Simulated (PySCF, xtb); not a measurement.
Ga(H)(Br)(OMe) (CH4BrGaO), SMILES C[O][GaH][Br]. The values are those of a single conformer.

Harmonic wavenumbers (cm⁻¹) from GFN2-xTB in xtb at its own minimum, in rising order: 57, 70, 153, 166, 290, 299, 453, 504, 1093, 1130, 1132, 1410, 1472, 1474, 1863, 2947, 2956, 2963.

Problem. What does TPSSh-D3(BJ)/def2-SVP (PySCF) give at its own minimum? (The exact figures need the calculation; the answer reports its results.)

Solution. 87, 99, 139, 264, 301, 441, 583, 621, 1118, 1177, 1197, 1477, 1491, 1494, 2067, 2996, 3079, 3086. Paired by order, the mean absolute difference is 73 cm⁻¹ and the zero-point energies are 29.2 and 31.0 kcal/mol.
